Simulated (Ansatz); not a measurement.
PBE exchange is replaced step by step with exact exchange (0 % is PBE, 25 % PBE0; no dispersion term), basis def2-TZVP, Ansatz. System: the cluster HfTe2. Charge 0, multiplicity 1. Geometry: B3LYP-D4/def2-TZVP.

Geometry of the singlet:

```csv
atom,x (Å),y (Å),z (Å)
Hf1,-0.445,-1.037,-1.126
Te2,1.453,-0.096,0.643
Te3,-1.008,1.133,0.483
```

In the def2 sets Hf, Te take a core potential; there is no spin–orbit coupling. At PBE-D4/def2-TZVP, PBE0-D4/def2-TZVP the restricted singlet is unstable: a solution with broken spin symmetry lies lower. The restricted singlet is unstable towards broken spin symmetry at other levels; at PBE with 5 % exact exchange/def2-TZVP, PBE with 10 % exact exchange/def2-TZVP, PBE with 15 % exact exchange/def2-TZVP, PBE with 35 % exact exchange/def2-TZVP and others this wasn't settled. The geometry of the singlet was relaxed on an unsound state (restricted singlet, unstable towards broken spin symmetry at other levels and untested here). The structure comes from a short search, and lower isomers may exist.

```tsv
exact exchange (%)	HOMO (eV)	LUMO (eV)	gap (eV)
0	-4.28	-3.52	0.76
5	-4.45	-3.39	1.06
10	-4.62	-3.26	1.37
25	-5.15	-2.87	2.28
35	-5.50	-2.61	2.89
50	-6.03	-2.21	3.81
```

**Question.** Estimate the row for 15 %.

**Answer.** 
```csv
exact exchange (%),HOMO (eV),LUMO (eV),gap (eV)
15,-4.80,-3.13,1.67
```
